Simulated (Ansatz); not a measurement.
Two isomers of C2H8BFSi: A = `CBC[SiH2]F`, B = `BC[SiH2]CF`.

Gas-phase electronic energies from Ansatz, PBE0-D4/def2-TZVP geometries. CCSD(T)/CBS adds triple-zeta CCSD(T) − MP2 to the extrapolated MP2 energy (def2 sets, frozen cores). Functionals use def2-TZVPP. One conformer a species, not always the lowest.

Problem. Which isomer does CCSD(T)/CBS put lower? Give the gap. (An estimate is asked.)

Solution. Ansatz gave: A, by 263.0 kJ/mol.

Problem. Give E(B) − E(A) in kJ/mol with HF/def2-TZVPP, PBE0-D4, r2SCAN-D4, B2PLYP, CCSD/def2-TZVPP, LDA (SPW92), CCSD(T)/def2-SVP. (Best estimate.)

Solution. Ansatz gave: HF/def2-TZVPP 261.5, PBE0-D4 253.0, r2SCAN-D4 259.9, B2PLYP 260.2, CCSD/def2-TZVPP 260.8, LDA (SPW92) 252.2, CCSD(T)/def2-SVP 246.2. None reverses the order clearly.

Problem. Does the order hold for the free energy at 298.15 K (harmonic terms from PBE0-D4)? (An estimate is asked.)

Solution. Computed: Yes: G(B) − G(A) = +261.9 kJ/mol, for one conformer each. Modes under 60 cm⁻¹, often nearly free rotors, make the harmonic entropy too high.

Largest T1 diagnostic: 0.011.

From PBE to PBE0 (25 % exact exchange), in def2-TZVPP and without D4, E(B) − E(A) moves by +7.3 kJ/mol. Leaving LDA and LC-ωPBE aside and taking each functional with its dispersion term where it has one, the values, not all of them listed here, spread over 22.8 kJ/mol, from revPBE-D4 to B97M-V. LDA lies +6.7 kJ/mol from PBE without D4.
